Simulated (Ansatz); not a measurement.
Start from `[CH3][Bi]([CH3])[F]` and change one atom or group to get `[CH3][Bi]([F])[F]`.

Ansatz, PBE0-D4/def2-TZVP geometries, multiplicity 1. 

Elements past krypton have def2 core potentials.

```csv
property,`[CH3][Bi]([CH3])[F]`
LUMO energy (PBE/def2-TZVPP) / eV,-1.82
HOMO–LUMO gap (PBE0/def2-TZVPP) / eV,6.12
size of the dipole moment (ωB97M-V/def2-TZVPP) / D,3.37
size of the dipole moment (PBE/def2-TZVPP) / D,3.12
zero-point energy (PBE0-D4/def2-TZVP) / kJ/mol,191.7
LUMO energy (ωB97M-V/def2-TZVPP) / eV,0.67
```

Question: What does the change do to each property? (Estimate.)

Answer: Ansatz gave: 
| property | `[CH3][Bi]([F])[F]` | shift |
| --- | --- | --- |
| LUMO energy (PBE/def2-TZVPP) / eV | -2.08 | -0.26 |
| HOMO–LUMO gap (PBE0/def2-TZVPP) / eV | 6.54 | 0.42 |
| size of the dipole moment (ωB97M-V/def2-TZVPP) / D | 4.46 | 1.09 |
| size of the dipole moment (PBE/def2-TZVPP) / D | 4.13 | 1.01 |
| zero-point energy (PBE0-D4/def2-TZVP) / kJ/mol | 102.3 | -89.4 |
| LUMO energy (ωB97M-V/def2-TZVPP) / eV | 0.39 | -0.28 |

With PBE0 the HOMO falls by 0.72 eV and the LUMO falls by 0.30 eV, so the gap widens by about 0.42 eV. PBE moves the HOMO by -0.59 eV and ωB97M-V by -0.76 eV. The zero-point energy changes by -89.4 kJ/mol with -9 modes. Dipoles are sizes alone; their direction can turn.

Spin–orbit coupling is left out; it splits and shifts lone-pair levels of the heavy atoms by tenths of an eV.
